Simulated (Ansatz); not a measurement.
Mulliken charges of CH6BNTe (`CB(N)[TeH]`) from ωB97M-V/def2-TZVPP in Ansatz (PBE0-D4/def2-TZVP geometry).

| atom | x (Å) | y (Å) | z (Å) | charge (e) |
| --- | --- | --- | --- | --- |
| C1 | -1.256 | 0.695 | -0.206 | -0.370 |
| B2 | 0.137 | -0.022 | -0.104 | 0.056 |
| N3 | 0.535 | -0.709 | 1.038 | -0.212 |
| Te4 | 1.461 | 0.089 | -1.840 | -0.022 |
| H5 | -1.845 | 0.301 | -1.040 | 0.125 |
| H6 | -1.851 | 0.580 | 0.705 | 0.082 |
| H7 | -1.136 | 1.766 | -0.393 | 0.126 |
| H8 | 1.417 | -1.179 | 1.140 | 0.133 |
| H9 | -0.058 | -0.774 | 1.849 | 0.124 |
| H10 | 2.679 | -0.798 | -1.146 | -0.043 |

Question: By hand: the dipole of these point charges (1 e Å = 4.8032 D).

Answer: Σ q r = (-0.133, -0.021, 0.199) e Å, of length 0.240 e Å = 1.15 D.

Question: How does the dipole of the full density compare? (An estimate is asked.)

Answer: Computed: (-0.128, -0.152, 0.494) e Å, 2.56 D; the point charges give 0.45 times that, at 22° from its direction.

Point charges leave out the atoms' own dipoles, such as those of lone pairs, and Mulliken's split depends on the basis, so the two needn't agree.
